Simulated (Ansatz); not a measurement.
`CC[N](C)[InH2]` + HI → `[InH2][I]` + ethylmethylamine at 298.15 K and 1 bar (ligand exchange at the In–N bond).

Calculated with Ansatz (gas phase, PBE0-D4/def2-TZVP geometries, no zero-point term in ΔE). CCSD(T)/CBS adds triple-zeta CCSD(T) − MP2 to the extrapolated MP2 energy (def2 sets, frozen cores). def2 core potentials past Kr. For I, In outer-core shells are correlated without core-valence functions, which leaves a few kJ/mol of doubt a bond. One conformer a species, not always the lowest.

```csv
species,CCSD(T)/CBS energy (Eh),H − E (kJ/mol),S (J/(mol·K))
`CC[N](C)[InH2]`,-364.66442,344.0,371.4
HI,-298.03592,22.7,206.5
`[InH2][I]`,-488.48444,45.6,295.3
`CCNC`,-174.26710,335.0,303.0
```

H − E and S are ideal-gas, rigid-rotor, harmonic terms from PBE0-D4/def2-TZVP, for one conformer and one mirror image of each species. 1 Eh = 2625.50 kJ/mol, R = 8.31446 J/(mol·K).

By hand: ΔE, ΔH, ΔS and ΔG.

ΔE = (-488.48444) + (-174.26710) − (-364.66442) − (-298.03592) = -0.05120 Eh = -134.4 kJ/mol. Δ(H − E) = 45.6 + 335.0 − 344.0 − 22.7 = 13.9, so ΔH = -120.5 kJ/mol. ΔS = 295.3 + 303.0 − 371.4 − 206.5 = 20.4 J/(mol·K). ΔG = -120.5 − 298.15 × (20.4)/1000 = -126.6 kJ/mol.

By hand: the equilibrium constant, and the temperature at which ΔG would vanish if ΔH and ΔS stayed fixed.

log₁₀ K = −ΔG/(RT ln 10) = 22.2. ΔH and −TΔS have one sign here, so there is no such temperature.

ΔH outweighs TΔS. A doubt of 5 kJ/mol in ΔE shifts log₁₀ K by 0.9 here. Other conformers and mirror images would add mixing entropy, several J/(mol·K) or more a flexible species. These are equilibria of isolated gas molecules and say nothing of rates. Largest T1 diagnostic: 0.016 (customary marks: 0.02 for closed shells, 0.045 for open ones).
